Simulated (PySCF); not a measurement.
```xyz
4
charge 0 multiplicity 2, angstrom
Re    0.0000    0.0000    0.1792
O     0.0000    0.0000    1.8479
Cl    1.9629    0.0000   -0.8982
Cl   -1.9629    0.0000   -0.8982
```

Computed with UPBE/[Re def2-SVP with ECP60, O def2-SVP, Cl def2-SVP], scalar-relativistic core potentials, density fitting, no spin–orbit coupling, PySCF.

This geometry of ReOCl₂ is a stationary point at this level.

Q: What is the point group?

A: C2v.

Q: Is it a minimum?

A: Yes: all harmonic wavenumbers are real.

Q: Give the atomic charges and bond orders.

A: 
```
 atom  Mulliken  Löwdin  polar tensor  spin (Mulliken)  Mayer order to Re1
  Re1      0.48   -0.43          1.18             0.92                   –
   O2     -0.18    0.03         -0.50            -0.07                2.29
Cl3,4     -0.15    0.20         -0.34             0.08                1.27
```

Q: What is the atomisation energy, with and without zero-point energy?

A: 1465 kJ/mol without, 1452 kJ/mol with.

Only a few start shapes were tried, so a lower isomer may exist. With open d or f shells other occupations or spin states may lie lower. No spin–orbit coupling is included, which matters more the heavier the element.
